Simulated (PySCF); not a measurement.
**Electron affinity of Tl by level of theory**

Tl⁻ [Xe] 4f14 5d10 6s2 6p2 [6p1/2^2, M_J = 0] → Tl [Xe] 4f14 5d10 6s2 6p1 [6p1/2^1, M_J = 1/2], as a difference of total energies. Computed with PySCF 2.14 in x2c-TZVPPall-2c with one added diffuse shell each of s, p, d, f type (12s12p10d4f, 126 functions), with the two-component X2C-1e Hamiltonian. Correlated levels: [Xe] 4f14 frozen; the 54 highest virtual spinors dropped. "Screened" scales the spin-orbit matrix elements by Boettger's factors to mimic the two-electron term; Breit and QED terms are absent.

| method | electron affinity (eV) |
| --- | --- |
| GHF (screened spin-orbit) | -0.423 |
| GMP2 (screened spin-orbit) | 0.162 |
| GCCSD (screened spin-orbit) | 0.172 |
| GCCSD(T) (screened spin-orbit) | 0.254 |

Errors of the correlated levels include the incompleteness of this basis and the frozen core.

The labels give the starting determinants; with spin-orbit coupling the two ends relaxed to ⟨J²⟩ = 0.00, ⟨L²⟩ = 1.52, ⟨S²⟩ = 1.52 and ⟨J²⟩ = 0.76, ⟨L²⟩ = 2.22, ⟨S²⟩ = 0.95.

A negative affinity means that the anion lies above the atom at that level of theory.

For comparison: 0.320 eV (measured; photodetachment measurements, as compiled on the Wikipedia data page of electron affinities).
